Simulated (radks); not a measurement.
Values are calculated unless marked as measured or tabulated.
Initial-state core-level shifts of the silver ion Ag+ when its valence configuration changes from [Kr] 4d10. Level of theory: Dirac Kohn-Sham, PBEsol, spin-unpolarised, spherical densities, finite nucleus; open shells are shared between the two j in proportion to 2j + 1; Fermi nuclear charge, rms radius 4.5454 fm (a radial shooting solver on a logarithmic mesh with Libxc functionals). Shifts are changes of the shell-averaged eigenvalues in eV (positive: less bound); the change of the density at the nucleus, which sets a Mossbauer isomer shift, is in e/bohr^3, on a base of 1.455e+05.

valence               2p       3s       3p       3d  density at nucleus
4d9.5 5p0.5       -3.192   -3.176   -3.176   -3.184               +1.37
4d9.5 5s0.5       -2.421   -2.392   -2.392   -2.403              +13.25
4d8 5p2          -13.285  -13.132  -13.132  -13.183               +7.36
4d8.5 5s0.5 5p1   -9.125   -9.021   -9.022   -9.057              +18.73
4d9 5p1           -6.473   -6.426   -6.426   -6.446               +3.06
4d9 5s1           -4.972   -4.901   -4.901   -4.925              +28.14
4d8 5s2          -10.436  -10.239  -10.240  -10.297              +63.14
4d8.5 5s1 5p0.5   -8.395   -8.280   -8.280   -8.318              +31.97
4d7.5 5s2 5p0.5  -14.069  -13.796  -13.797  -13.873              +69.61
